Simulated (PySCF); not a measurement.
CF3, SMILES F[C](F)F (connectivity only; charge and spin as stated), charge +1, multiplicity 1.

Coordinates come from a B3LYP-D3(BJ)/def2-TZVP optimisation. The multiplicity is an assumed one; other spin states were not compared. The isomer is the one that the SMILES or the coordinates give; other isomers of the formula were not compared.

Method: HF/def2-TZVPD (PySCF).

The molecule is in vacuum.

| Quantity | Result |
|---|---|
| total energy | -335.96205 hartree |
| point group | D3h |
| highest occupied level | -28.00 eV |
| lowest empty level | -5.55 eV |
| orbital gap | 22.45 eV |
| dipole moment about the centre of nuclear charge | 0.00 D |
| mean static polarisability | 12.0 bohr³ (1.77 Å³) |
| polarisability, principal values | 9.0, 13.4, 13.4 bohr³ |
